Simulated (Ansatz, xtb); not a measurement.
Two isomers of C3H10GeOSi

We compare I, `[SiH3][O][GeH2][CH]1CC1`, a singlet, with II, `C=[CH][GeH2][O][SiH2]C`, a singlet. Both are isolated molecules in the gas phase, relaxed with PBE-D3(BJ)/def2-SVP; each stands in its lowest conformer found.

I (Å):

```csv
atom,x (Å),y (Å),z (Å)
C,0.0356,-1.3047,0.0959
C,0.6992,-2.6582,0.2896
C,0.3145,-1.8400,1.4913
Ge,1.0818,0.1979,-0.5584
O,0.5069,1.7203,0.2330
Si,0.0987,2.0030,1.8311
H,1.1877,1.5411,2.7713
H,-0.0969,3.4828,2.0007
H,-1.1758,1.2959,2.2200
H,2.5684,-0.0258,-0.1493
H,0.9272,0.4705,-2.0750
H,-1.0185,-1.3186,-0.2280
H,0.1054,-3.5547,0.0517
H,1.7715,-2.7591,0.0523
H,-0.5495,-2.1612,2.0940
H,1.1201,-1.3751,2.0844
```

II (Å):

```xyz
16

C    -1.9450   -1.3145    1.3823
C    -1.3178   -1.5676    0.2177
C     1.1151    1.3488   -0.3049
Ge   -2.0148   -0.9318   -1.4893
O    -0.8712    0.2679   -2.2013
Si   -0.2481    1.6906   -1.5584
H    -1.5501   -1.6667    2.3516
H    -2.8880   -0.7409    1.4230
H    -0.3735   -2.1418    0.2220
H    -3.3835   -0.2376   -1.2348
H    -2.1020   -2.0495   -2.5575
H     0.2980    2.4844   -2.7136
H    -1.3475    2.4904   -0.8962
H     1.5556    2.2993    0.0618
H     0.7175    0.7918    0.5677
H     1.9263    0.7460   -0.7615
```

Task: Estimate which is lower in electronic energy at CCSD(T)/def2-SVP + ΔMP2/def2-TZVPP, and by roughly how much.

Result: The CCSD(T)/def2-SVP + ΔMP2/def2-TZVPP calculation puts structure II lower, by 62.7 kJ/mol.

How the difference moves with the method:

```tsv
level	geometry	E(II) − E(I) (kJ/mol)	departure from the last row (kJ/mol)	job, with rough time for the two
GFN2-xTB	GFN2-xTB	+57.8	+120.5	optimisation, 0.28 s
HF/STO-3G	GFN2-xTB	−22.5	+40.2	single point, 0.44 s
r2SCAN-D4/def2-SVP	GFN2-xTB	−46.7	+16.0	single point, 3.5 s
PBE-D3(BJ)/def2-SVP	PBE-D3(BJ)/def2-SVP	−44.0	+18.7	optimisation, 76 s
HF/def2-SVP	PBE-D3(BJ)/def2-SVP	−61.2	+1.5	part of the CCSD(T) run
MP2/def2-SVP	PBE-D3(BJ)/def2-SVP	−39.8	+23.0	part of the CCSD(T) run
CCSD(T)/def2-SVP	PBE-D3(BJ)/def2-SVP	−50.4	+12.4	single point
CCSD(T)/def2-SVP + ΔMP2/def2-TZVPP	PBE-D3(BJ)/def2-SVP	−62.7		single point, 87 s
```

As drawn, II has 1 C=C, 1 C–Si, 1 C–H in place of 3 C–C, 1 Si–H. Structure I has a 3-membered ring, II no ring.

GFN2-xTB puts the two in the other order. The largest departure from CCSD(T)/def2-SVP + ΔMP2/def2-TZVPP is that of GFN2-xTB, 120.5 kJ/mol. The last row adds to CCSD(T) the change of the MP2 difference between the two basis sets, here −12.4 kJ/mol.

With thermal terms from frequencies at re-optimised GFN2-xTB minima (ideal gas, soft modes damped towards free rotors, one conformer each, 298.15 K, 1 atm): on the last row, ΔE + ΔZPE = −63.7, ΔH = −61.2, ΔG = −66.6 kJ/mol.

The correlated steps freeze 18 core orbitals; the filled d shell of Ge is correlated, in a basis made for valence electrons. Programs: Ansatz 0.2.0, xtb 6.7.1; the last row on 4 threads of Arm Neoverse V2 on a shared host.
